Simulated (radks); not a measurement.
Values are calculated unless marked as measured or tabulated.
Xe+, 53 electrons, occupied as [Kr] 4d9.5 5s2 5p5 4f0.5 (fractional occupations, a model configuration).

Code: a radial shooting solver on a logarithmic mesh with Libxc functionals. Model: Dirac Kohn-Sham, RPBE, spin-unpolarised, spherical densities, finite nucleus; open shells are shared between the two j in proportion to 2j + 1; Fermi nuclear charge, rms radius 4.7859 fm.

Energy parts (hartree):
total: -7448.58554
kinetic: 7913.08955
electron-nucleus: -18077.87719
Hartree: 2903.05071
exchange-correlation: -186.84861

Orbitals (lengths in bohr, moments of r in powers of bohr; r(max) is where P^2 peaks; r(90%) holds 90 % of the orbital's charge):
orbital,occ.,eigenvalue (hartree),r(max),r(90%)
1s1/2,2,-1262.888,0.01715,0.0480
2s1/2,2,-197.0758,0.09709,0.177
2p1/2,2,-185.1807,0.07439,0.158
2p3/2,4,-173.2523,0.07927,0.166
3s1/2,2,-40.86190,0.2791,0.450
3p1/2,2,-35.92092,0.2656,0.445
3p3/2,4,-33.65413,0.2764,0.462
3d3/2,4,-24.97015,0.2241,0.438
3d5/2,6,-24.49101,0.2272,0.443
4s1/2,2,-7.90578,0.6608,1.03
4p1/2,2,-6.15231,0.6763,1.08
4p3/2,4,-5.69723,0.7002,1.12
4d3/2,3.8,-2.85582,0.7408,1.30
4d5/2,5.7,-2.78138,0.7489,1.32
5s1/2,2,-1.22457,1.593,2.57
5p1/2,1.66667,-0.79817,1.781,2.99
5p3/2,3.33333,-0.74215,1.851,3.12
6s1/2,0,-0.26507,4.216,6.77
5d3/2,0,-0.23792,2.689,5.44
5d5/2,0,-0.23416,2.729,5.52
4f5/2,0.214286,-0.07645,8.644,13.7
4f7/2,0.285714,-0.07635,8.658,13.7

The highest occupied level is 4f7/2 at -2.078 eV. The configuration is held as typed, so some empty levels lie below it. The density falls to 0.001 e/bohr^3 at r = 4.03 bohr. The electron density at the nucleus is 2.718e+05 e/bohr^3. Summed over all electrons, <r^2> = 94.10 bohr^2, which gives a Langevin (diamagnetic) susceptibility term of -74.5 x 10^-6 cm^3/mol.
